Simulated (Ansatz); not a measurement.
`C[CH2][In]([Cl])[Cl]` + H₂ → `[Cl][InH][Cl]` + ethane at 600 K and 1 bar (hydrogenolysis of the In–C bond).

Gas-phase electronic energies from Ansatz, PBE0-D4/def2-TZVP geometries. CCSD(T)/CBS is the MP2 limit (def2-TZVPP, def2-QZVPP) plus CCSD(T) − MP2 in def2-TZVPP, frozen cores. This one scheme is used for every species. Elements past krypton have def2 core potentials. For In outer-core shells are correlated without core-valence functions, which leaves a few kJ/mol of doubt a bond. One conformer a species, not always the lowest.

```json
{"species": "`C[CH2][In]([Cl])[Cl]`", "CCSD(T)/CBS energy (Eh)": "-1188.59496", "H − E (kJ/mol)": "239.9", "S (J/(mol·K))": "497.8"}
{"species": "H₂", "CCSD(T)/CBS energy (Eh)": "-1.17544", "H − E (kJ/mol)": "43.9", "S (J/(mol·K))": "150.8"}
{"species": "`[Cl][InH][Cl]`", "CCSD(T)/CBS energy (Eh)": "-1110.06218", "H − E (kJ/mol)": "58.1", "S (J/(mol·K))": "362.7"}
{"species": "`CC`", "CCSD(T)/CBS energy (Eh)": "-79.71954", "H − E (kJ/mol)": "228.8", "S (J/(mol·K))": "274.9"}
```

H − E and S are ideal-gas, rigid-rotor, harmonic terms from PBE0-D4/def2-TZVP, for one conformer and one mirror image of each species. The MP2-based limit puts H₂ 0.8 mEh under its directly extrapolated value; such offsets cancel only in part. 1 Eh = 2625.50 kJ/mol, R = 8.31446 J/(mol·K).

Q: By hand: ΔE, ΔH, ΔS and ΔG.

A: ΔE = (-1110.06218) + (-79.71954) − (-1188.59496) − (-1.17544) = -0.01132 Eh = -29.7 kJ/mol. Δ(H − E) = 58.1 + 228.8 − 239.9 − 43.9 = 3.1, so ΔH = -26.6 kJ/mol. ΔS = 362.7 + 274.9 − 497.8 − 150.8 = -11.0 J/(mol·K). ΔG = -26.6 − 600 × (-11.0)/1000 = -20.0 kJ/mol.

Q: By hand: the equilibrium constant, and the temperature at which ΔG would vanish if ΔH and ΔS stayed fixed.

A: log₁₀ K = −ΔG/(RT ln 10) = 1.7. ΔG = 0 at ΔH/ΔS = 2418 K, though so small a ΔS makes that figure unsure.

The number of gas molecules stays the same, so ΔS is small and ΔH decides. A doubt of 5 kJ/mol in ΔE shifts log₁₀ K by 0.4 here. Other conformers and mirror images would add mixing entropy, several J/(mol·K) or more a flexible species. Modes under 60 cm⁻¹, often nearly free rotors, make the harmonic entropy too high. These are equilibria of isolated gas molecules and say nothing of rates. Largest T1 diagnostic: 0.013 (customary marks: 0.02 for closed shells, 0.045 for open ones).
